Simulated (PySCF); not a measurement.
**Electron correlation in Rh (rhodium, neutral)**

[Kr] 4d8 5p1, one real determinant (an excited configuration). Calculation: PySCF 2.14, in aug-cc-pwCVTZ-DK; scalar relativity by spin-free X2C-1e. Frozen: [Kr]; 9 electrons correlated.

MP2 pair energies summed by pair of shells (mhartree):

```
 pair   energy  share (%)
4d-4d  -230.08       93.7
4d-5p   -15.34        6.3
```

Total MP2 correlation energy: -245.43 mhartree.

Same-spin part -91.16 and opposite-spin part -154.27 mhartree; SCS-MP2 scales them by 1/3 and 6/5 to -215.51 mhartree.

The reference is one real determinant that mixes LS terms of this configuration.
